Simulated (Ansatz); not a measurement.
Reaction (formal exchange of groups at a Te–C bond): `[NH2][Zn][CH2][TeH]` + `C=CC` → `C=C(C)[TeH]` + `[CH3][Zn][NH2]`

Program: Ansatz. Geometries: PBE0-D4/def2-TZVP. ΔE: electronic, gas phase. CCSD(T)/CBS is the MP2 limit (def2-TZVPP, def2-QZVPP) plus CCSD(T) − MP2 in def2-TZVPP, frozen cores. DFT in def2-TZVPP. Elements past krypton have def2 core potentials. For Te, Zn outer-core shells are correlated without core-valence functions, which leaves a few kJ/mol of doubt a bond. Scalar relativity is left out up to krypton. One conformer a species, not always the lowest.

```json
{"level": "PBE-D4", "ΔE (kJ/mol)": "-8.0"}
{"level": "r2SCAN-D4", "ΔE (kJ/mol)": "-6.6"}
{"level": "ωB97X-V", "ΔE (kJ/mol)": "-2.3"}
{"level": "r2SCAN", "ΔE (kJ/mol)": "-6.1"}
{"level": "HF/def2-TZVPP", "ΔE (kJ/mol)": "10.4"}
{"level": "MP2/def2-QZVPP", "ΔE (kJ/mol)": "-8.1"}
{"level": "MP2/CBS(def2)", "ΔE (kJ/mol)": "-7.3"}
{"level": "CCSD/CBS(def2)", "ΔE (kJ/mol)": "0.2"}
```

Q: What does CCSD(T)/CBS give? (An estimate is asked.)

A: Ansatz gave: -2.2 kJ/mol. The listed levels differ from it by -5.8, -4.4, -0.1, -3.9, 12.6, -5.9, -5.1, 2.4 kJ/mol.

Largest T1 diagnostic among the species: 0.014.

In def2-TZVPP, CCSD(T) changes the Hartree–Fock value by −14.4 kJ/mol (the triples alone add −2.3 kJ/mol) and MP2 by −19.5 kJ/mol. The D4 term adds −3.8 kJ/mol with B3LYP and −2.0 kJ/mol with PBE0; it sums over pairs of atoms, weighted by their polarisabilities, and B3LYP, whose exchange is more repulsive, gets the larger term. From PBE to PBE0 (25 % exact exchange), in def2-TZVPP and without D4, ΔE moves by +3.5 kJ/mol.

CCSD(T)/CBS has its own doubt, a few kJ/mol and more with outer-core shells, so smaller differences from it don't rank the levels.

B3LYP here is the variant with VWN-RPA as its local correlation; programs differ in this.
